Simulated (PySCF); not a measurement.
SMILES C=[CH][SnH]([NH2])[NH2], PBE0/def2-SVP optimised geometry.

```
13

Sn    -1.70    -0.58     0.00
N     -2.64    -1.47     1.58
N     -2.28    -1.77    -1.55
C      0.44    -0.58     0.00
C      1.15     0.55     0.09
H     -2.24     1.06     0.00
H     -2.58    -0.94     2.44
H     -2.29    -2.41     1.77
H     -1.87    -1.51    -2.45
H     -3.29    -1.80    -1.67
H      0.97    -1.54    -0.07
H      2.24     0.56     0.10
H      0.67     1.54     0.17
```

Density from PBE0/def2-TZVP, def2 effective core potentials past Kr (PySCF) at that geometry. The core electrons that the potentials of Sn replace are not part of the density.

Minimum of the electron density along straight lines between bonded atoms, close to the bond critical point (lines longer than 1.1 times the sum of covalent radii, or with two minima, are not listed):

```csv
bond,length / Å,ρ at the minimum / e bohr⁻³,∇²ρ there / e bohr⁻⁵,position (fraction from the first atom)
Sn1–N2,2.041,0.116,0.32,0.51
Sn1–N3,2.039,0.116,0.32,0.51
Sn1–C4,2.141,0.107,…,0.51
C4–C5,1.336,0.347,…,0.50
Sn1–H6,1.726,0.110,…,0.63
N2–H7,1.018,0.329,-1.54,0.73
N2–H8,1.018,0.329,-1.53,0.73
N3–H9,1.018,0.329,-1.54,0.73
N3–H10,1.018,0.329,-1.55,0.73
C4–H11,1.097,0.274,-0.94,0.65
C5–H12,1.097,0.276,-0.96,0.65
C5–H13,1.097,0.277,-0.96,0.65
```

Q: What belongs in the gaps?

A: 
- Sn1–C4, ∇²ρ there / e bohr⁻⁵: 0.13
- C4–C5, ∇²ρ there / e bohr⁻⁵: -1.04
- Sn1–H6, ∇²ρ there / e bohr⁻⁵: 0.07
